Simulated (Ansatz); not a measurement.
Basis-set extrapolation for `[AlH2][SiH]([SiH3])[SiH3]` (PBE0-D4/def2-TZVP geometry, frozen core, the Gaussian-basis code of Ansatz). Multiplicity 1, RHF reference.

|  | def2-TZVPP | def2-QZVPP |
| --- | --- | --- |
| HF | -1113.970878 | -1114.004528 |
| MP2 correlation | -0.465291 | -0.498810 |
| CCSD(T) correlation | -0.566851 | not run |

Energies in hartree. Use E(X) = E(∞) + A·exp(−7.88·√X) for Hartree–Fock and E(X) = E(∞) + B·X^(−2.97) for correlation, with X = 3 and 4, and add CCSD(T) minus MP2 of the smaller set to the MP2 limit.

Question: What is the CCSD(T) energy at the basis-set limit?

Answer: HF limit: -1114.004528 + (-0.033650) × 0.13774 = -1114.00916. MP2 limit: -0.498810 + (-0.033519) × 0.74074 = -0.52364. Higher-order term: -0.566851 − (-0.465291) = -0.10156. Total: -1114.63436 hartree, 253.7 kJ/mol below CCSD(T)/def2-TZVPP.
